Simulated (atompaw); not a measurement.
## PBE PAW (atompaw) dataset for Sr, scalar-relativistic all-electron reference.

- Element: strontium
- Generator: atompaw 4.2.0.5
- Type: PAW
- Functional: PBE
- Relativity: scalar-relativistic
- Frozen core: [Ar] 3d10
- Valence charge: 10
- Reference configuration: 4s2 4p6 4d0 5s0.5 5p0 (charge +1.5)
- Partial waves: 4s (bound); 5s (bound); 4p (bound); 5p (bound, empty); 4d (bound, empty); 4d channel at 2.1 Ry
- Local potential: troulliermartins scheme with l = 3 at 0 Ry, radius 2.10 bohr
- Core correction: smooth core density matched at 2.30 bohr
- Augmentation charge: besselshape compensation charge, radius 2.90 bohr; PAW radius 3.00 bohr; waves and projectors: bloechl

All-electron outer shells of the reference configuration (PBE, scalar-relativistic, ld1.x):

```
shell  level (eV)  outermost node (bohr)  outermost maximum (bohr)
   3d     -138.10                      –                      0.38
   4s      -50.84                   0.59                      1.19
   4p      -32.69                   0.61                      1.33
   5s      -10.99                   1.63                      3.32
   4d       -9.94                   0.65                      1.94
   5p       -7.72                   1.90                      4.05
```

(1) Estimate the cutoffs (Ry, on a coarse ladder) from which the occupation-weighted sum of valence levels, in a spherical-Bessel basis at the reference potential, stays within 10 and 1 mRy of its value at 400 Ry.

(2) What does a ghost test show?

(3) Is the overlap operator S = 1 + Σ q|β⟩⟨β| positive definite (Bessel basis up to 400 Ry)?

## Answers

(1) 40 Ry and 60 Ry.

(2) No extra level below or beside the all-electron valence levels (s, p, d, f tested).

(3) Yes: its lowest eigenvalue is 0.20 (s channel).
